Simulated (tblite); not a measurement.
Compound: C6H11NOSi.
Numbering: `[CH2:1]=[CH:2][CH2:3][C@H:4]([C:5]#[N:6])[CH2:7][O:8][SiH3:9]` (hydrogens: H10, H11 on C1; H12 on C2; H13, H14 on C3; H15 on C4; H16, H17 on C7; H18, H19, H20 on Si9)

Computed with GFN2-xTB (tblite), gas phase: L-BFGS steps from a force-field or distance-geometry start until the largest atomic force falls under 0.01 eV/Å.

Geometry at step 6:
```
atom  x, y, z in Å
C1     -1.8589    1.2134    1.2157
C2     -1.9475    0.6323    0.0398
C3     -1.0057    0.8807   -1.0971
C4     -0.1336   -0.3330   -1.4922
C5     -0.9402   -1.4166   -2.0086
N6     -1.5822   -2.2629   -2.4287
C7      0.7530   -0.8525   -0.3465
O8      1.6545    0.1220    0.0994
Si9     2.6457   -0.1412    1.3678
H10    -1.0674    1.9016    1.4598
H11    -2.5777    1.0279    1.9948
H12    -2.7648   -0.0458   -0.1663
H13    -0.3235    1.6894   -0.8357
H14    -1.5776    1.1842   -1.9814
H15     0.5286   -0.0136   -2.3053
H16     1.3187   -1.7263   -0.6948
H17     0.1225   -1.1752    0.4874
H18     3.4637   -1.3122    1.0709
H19     3.4619    1.0401    1.5555
H20     1.8254   -0.4015    2.5438
```

**Question.** What forces act on the atoms?

**Answer.** 
```csv
atom,Fx (eV/Å),Fy (eV/Å),Fz (eV/Å)
C1,0.038,0.109,0.282
C2,-0.044,-0.155,-0.333
C3,0.094,0.032,-0.013
C4,0.070,-0.012,-0.008
C5,0.080,0.164,0.157
N6,-0.060,-0.064,-0.020
C7,-0.026,0.018,0.043
O8,-0.018,0.096,-0.061
Si9,-0.022,-0.082,0.024
H10,0.054,0.027,-0.030
H11,-0.010,-0.023,0.029
H12,0.027,-0.105,-0.050
H13,0.043,0.057,0.054
H14,0.003,-0.027,0.055
H15,0.044,0.041,-0.052
H16,-0.057,-0.036,-0.051
H17,-0.117,-0.017,0.045
H18,0.095,-0.130,0.019
H19,-0.114,0.176,-0.248
H20,-0.080,-0.070,0.158
```

The largest, 0.37 eV/Å, acts on C2; the rms over all components is 0.097 eV/Å. The forces sum to zero within rounding, as they must for an isolated molecule in no field.

**Question.** Give the force on C2 in Eh/bohr and in nN.

**Answer.** 0.370 eV/Å ÷ 51.422 = 0.00719 Eh/bohr, and 0.370 eV/Å × 1.602 = 0.59 nN.

**Question.** How far is this geometry from the end of the optimisation?

**Answer.** 0.107 eV above it, and 0.291 Å rms away after alignment. The bonds farthest from their final lengths, with half the difference of the two atoms' forces along the bond (positive lengthens):

```
   bond  now (Å)  final (Å)  force along bond (eV/Å)
  C7–O8    1.400      1.391                    +0.01
 O8–Si9    1.631      1.622                    +0.05
Si9–H20    1.457      1.466                    +0.07
Si9–H18    1.459      1.465                    +0.05
  C1=C2    1.315      1.320                    +0.34
Si9–H19    1.448      1.453                    +0.06
```

The angle farthest from its final value is O8–Si9–H19, 108.2° against 98.3°.

The cost below is that of the whole relaxation. Time: 1.1 s of wall time. Hardware: one thread, Arm Neoverse V1 (aarch64), shared host.
